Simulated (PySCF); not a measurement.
## First-order multiplets

Geometry (Å), atoms numbered from 1 in this order:
```xyz
10

C     1.231    0.207   -0.379
C     0.170    0.204    0.666
O     0.278    0.511    1.814
C    -1.211   -0.268    0.102
F    -1.122   -1.510   -0.401
F    -2.171   -0.273    1.020
F    -1.613    0.526   -0.904
H     2.173    0.542    0.044
H     1.340   -0.797   -0.788
H     0.934    0.862   -1.197
```

Method: GIAO PBE0/pcSseg-1 shieldings, GFN2-xTB structure, couplings computed with B3LYP/pcJ-1 (spin–dipole term only in couplings to heteroatoms), in PySCF (one computed conformer, no solvent, equivalent nuclei averaged, non-relativistic Hamiltonian).

References, each an isolated molecule treated in the same way: CFCl3 for 19F (σref 170.95); 1H (σref 31.72) and 13C (σref 186.93) against TMS.

Spectrometer: 800 MHz for 1H. First-order analysis; couplings under 1 Hz (under 4 Hz in carbon signals) are ignored, and nearly equal couplings are merged; the smaller ones broaden or split the lines further.

(1) What pattern does F5/F6/F7 show (19F)?

(2) What pattern does H8/H9/H10 show (1H)?

(3) What pattern does C2 show in the proton-coupled 13C spectrum?

Results:

(1) A quartet at δ -94.8: 1.3 Hz to H8/H9/H10 (3 × 1H, 4 bonds away). Lines in Hz from the centre (relative intensity): +1.9 (1), +0.7 (3), -0.7 (3), -1.9 (1). The outer lines are 3.9 Hz apart, the sum of the couplings kept, or 0.005 ppm at this field.

(2) A quartet at δ 2.53: 1.3 Hz to F5/F6/F7 (3 × 19F, 4 bonds away). Lines in Hz from the centre (relative intensity): +1.9 (1), +0.7 (3), -0.7 (3), -1.9 (1). The outer lines are 3.9 Hz apart, the sum of the couplings kept, or 0.005 ppm at this field.

(3) A quartet of quartets at δ 195.6: 33.9 Hz to F5/F6/F7 (3 × 19F, 2 bonds away), 6.4 Hz to H8/H9/H10 (3 × 1H, 2 bonds away). Lines in Hz from the centre (relative intensity): +60.5 (1), +54.0 (3), +47.6 (3), +41.2 (1), +26.6 (3), +20.1 (9), +13.8 (9), +7.3 (3), -7.3 (3), -13.8 (9), -20.1 (9), -26.6 (3), -41.2 (1), -47.6 (3), -54.0 (3), -60.5 (1). The outer lines are 120.9 Hz apart, the sum of the couplings kept, or 0.601 ppm at this field.
